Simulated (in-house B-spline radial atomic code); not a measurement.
**Ionising Pb with different functionals**

Computed with a B-spline radial code for spherical atoms: four-component Dirac-Coulomb Hamiltonian, Fermi nucleus of rms radius 5.5012 fm, spin-restricted, spherical fractional occupations for the functionals. The ionisation energy is the difference of two self-consistent energies, [Xe] 4f14 5d10 6s2 6p2 → [Xe] 4f14 5d10 6s2 6p1, without Breit or QED terms; ε is the level of the shell that loses the electron (mean over j). The electron is taken from both j subshells in proportion to 2j + 1, so the result is a j average, not the step between ground levels.

Hybrids are left out here: with spherical fractional occupations of an open shell their exact exchange keeps a self-interaction that integer-occupation calculations don't have.

```
           method  rung  ΔSCF (eV)  -ε(6p) (eV)
         LDA VWN5   LDA          ?            ?
 relativistic LDA   LDA       6.95         3.81
         LDA PW92   LDA       6.95         3.82
LDA exchange-only   LDA       5.95         2.91
              PBE   GGA       6.70         3.61
           PBEsol   GGA       6.72         3.63
             BLYP   GGA       6.66         3.54
             RPBE   GGA       6.61         3.54
             PW91   GGA          ?            ?
             BP86   GGA       6.87         3.77
             AM05   GGA       6.67         3.58
             OLYP   GGA       6.41         3.33
```

Question: What does PW91 give?

Answer: ΔSCF 6.76 eV, and -ε(6p) = 3.65 eV.

Question: What does LDA VWN5 give?

Answer: ΔSCF 6.95 eV, and -ε(6p) = 3.82 eV.

Question: How do they compare with the NIST value?

Answer: NIST lists 7.417 eV (measured, ground level to ground level). Errors run from -1.46 to -0.46 eV; LDA PW92 is closest (-0.46 eV), but part of that can be cancellation, since the calculations leave out Breit-QED terms, spin polarisation, the choice among j levels, multiplet and fine-structure energies.
